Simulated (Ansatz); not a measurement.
Sr2S3 was relaxed with B3LYP-D4 (def2-SVP) in Ansatz in these states: neutral quintet, neutral singlet, neutral triplet. The geometries follow in no particular order.

In the def2 sets Sr takes a core potential; there is no spin–orbit coupling.

A:

```xyz
5

Sr    1.0667    1.0953   -1.0168
Sr   -0.3845   -1.4050    1.1179
S     2.1455   -0.9730    0.3192
S    -1.5792   -0.0107   -1.0865
S    -1.2485    1.2934    0.6662
```

B:

```xyz
5

Sr    1.837   -0.979    0.368
Sr   -1.861    0.311   -0.953
S    -0.789   -1.916    0.338
S     0.811    1.440   -0.865
S     0.002    1.144    1.112
```

C:

```xyz
5

Sr    1.627   -0.964    1.215
Sr   -1.628    0.964   -1.215
S     0.991   -0.141   -1.440
S     0.106    1.438    0.999
S    -1.097   -1.297    0.440
```

Judge from the bond lengths which geometry belongs to which state (an estimate).

A is the neutral singlet (Sr1–Sr2 3.594 Å, S4–S5 2.210 Å, Sr2–S3 2.688 Å); B is the neutral triplet (Sr1–Sr2 4.133 Å, S4–S5 2.157 Å, Sr2–S3 2.788 Å); C is the neutral quintet (Sr1–Sr2 4.496 Å, S4–S5 3.039 Å, Sr2–S3 2.851 Å).

At PBE0-D4/def2-TZVP a singlet lies 2.19 eV below the neutral triplet. At PBE0-D4/def2-TZVP a singlet lies 3.94 eV below the neutral quintet. These are the stationary points nearest to one start from a short search; other shapes may lie lower in each state.
